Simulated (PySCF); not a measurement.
Species: C₄H₆BrCl.
SMILES: `C(Br)/C=C(\Cl)C`

Torsions of this conformer, `[CH3:1]/[C:2]([Cl:3])=[CH:4]/[CH2:5][Br:6]`: C2–C4–C5–Br6 109°.

The closed-shell ground state was solved at several levels (PySCF, density fitting, gas phase). The structure is a single PBE0-D3(BJ)/def2-SVP conformer in the gas phase; no vibrational or solvent corrections. Relativistic effects, spin–orbit coupling among them, are left out although an element past zinc is present.

```
              level  basis functions  total energy (Eh)  HOMO (eV)  LUMO (eV)  gap (eV)  dipole (D)
       HF/def2-SVPD              196         -3186.3057      -9.83       2.12     11.95        2.72
   PBE0/aug-cc-pVDZ              209         -3189.7419      -7.32      -1.06      6.26        2.59
      PBE0/def2-SVP              136         -3189.1729      -7.20      -0.76      6.44        2.45
  wB97X-D/def2-SVPD              196         -3189.8315      -9.17       0.64      9.81        2.57
     PBE0/def2-SVPD              196         -3189.1924      -7.38      -1.09      6.29        2.55
     PBE0/def2-TZVP              245         -3189.8116      -7.29      -0.95      6.34        2.53
  LC-wPBE/def2-SVPD              196         -3189.2433      -9.98       1.08     11.06        2.51
CAM-B3LYP/def2-SVPD              196         -3189.8706      -8.64      -0.02      8.62        2.52
BHandHLYP/def2-SVPD              196         -3189.7139      -8.35      -0.07      8.28        2.58
    B3LYP/def2-SVPD              196         -3189.8732      -7.16      -1.31      5.85        2.52
      LDA/def2-SVPD              196         -3183.3490      -6.40      -2.21      4.19        2.55
      PBE/def2-SVPD              196         -3189.0453      -6.26      -2.01      4.25        2.50
```

Problem. What might PBE0/6-31G* (118 basis functions) give for the same quantities?

Solution. Total energy -3189.4118 Eh, HOMO -7.19 eV, LUMO -0.77 eV, gap 6.42 eV, dipole 2.70 D.

Problem. Over all these levels, which gives the widest orbital gap and which the narrowest?

Solution. HF/def2-SVPD (Hartree–Fock, all exact exchange) has the widest, 11.95 eV, and LDA/def2-SVPD (LDA) the narrowest, 4.19 eV. The two share the basis. From the narrowest to the widest the HOMO moves by -3.43 eV and the LUMO by +4.33 eV.

Problem. How much does the basis alone move the frontier levels among the 5 PBE0 rows (the withheld one included)?

Solution. The HOMO by 0.19 eV and the LUMO by 0.33 eV. By rising basis size (HOMO, LUMO in eV): 6-31G* -7.19, -0.77; def2-SVP -7.20, -0.76; def2-SVPD -7.38, -1.09; aug-cc-pVDZ -7.32, -1.06; def2-TZVP -7.29, -0.95.

Problem. In the def2-SVPD basis, how does the gap go with the fixed share of exact exchange?

Solution. LDA (0 %) 4.19 eV; PBE (0 %) 4.25 eV; B3LYP (20 %) 5.85 eV; PBE0 (25 %) 6.29 eV; BHandHLYP (50 %) 8.28 eV; HF (100 %) 11.95 eV. Each rise in the share widens the gap here.

Problem. How far do the dipole and the HOMO energy spread over the levels?

Solution. The dipole runs from 2.45 to 2.72 D (mean 2.56 D) and the HOMO from -9.98 to -6.26 eV.

Note: wB97X-D ran without an empirical dispersion term, which enters the total energy and its gradient alone.
